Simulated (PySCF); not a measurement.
F3Re, SMILES [F][Re]([F])[F] (connectivity only; charge and spin as stated), neutral, multiplicity 5.

The structure is a stationary point at B3LYP-D3(BJ)/def2-TZVP. The spin state was assumed, not searched. The def2 effective core potentials stand for the cores of Re; spin–orbit coupling is left out.

Computed with B3LYP-D3(BJ)/def2-TZVP run with PySCF.

Frequencies are harmonic and unscaled.

Question: Estimate the vibrational spectrum. (An estimate is asked for; the answer gives what the named calculation found.)

Answer: 
```csv
mode,ν (cm⁻¹),IR (km/mol),moving atoms (share of kinetic energy)
1,112,4.8,"F 87 %, Re 13 %"
2,149,12.5,"F 77 %, Re 23 %"
3,263,2.5,F 95 %
4,621,84.8,"F 90 %, Re 10 %"
5,643,83.3,F 93 %
6,677,118.0,"F 89 %, Re 11 %"
```
